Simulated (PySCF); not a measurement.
Computed shifts of a molecule C₃H₇BF₂O, PySCF with HF/pcSseg-1, GIAO, gas phase, equivalent atoms averaged, in ppm (number of nuclei): ¹³C: 77.3 (1), 27.3 (1), 13.2 (1). ¹⁹F: -65.3 (1), -223.9 (1). ¹H: 4.34 (1), 4.33 (1), 2.37 (1), 1.47 (3), 1.03 (1). References: ¹³C against TMS (σ = 192.6 ppm); ¹⁹F against CFCl3 (σ = 238.5 ppm); ¹¹B against BF3 (σ = 102.7 ppm); ¹⁷O against H2O (σ = 333.0 ppm); ¹H against TMS (σ = 31.99 ppm), references at their B3LYP-D3(BJ)/def2-TZVP geometries, non-relativistic. Geometry: B3LYP-D3(BJ)/def2-SVP. The values are those of a single conformer.

Task: Pick the molecule that these values belong to.
A) CB(O)C(C)(F)F
B) C[C@@H](F)CB(O)F
C) CC[C@@H](F)B(O)F
D) COB(C)C(F)F

Result: C, CC[C@@H](F)B(O)F
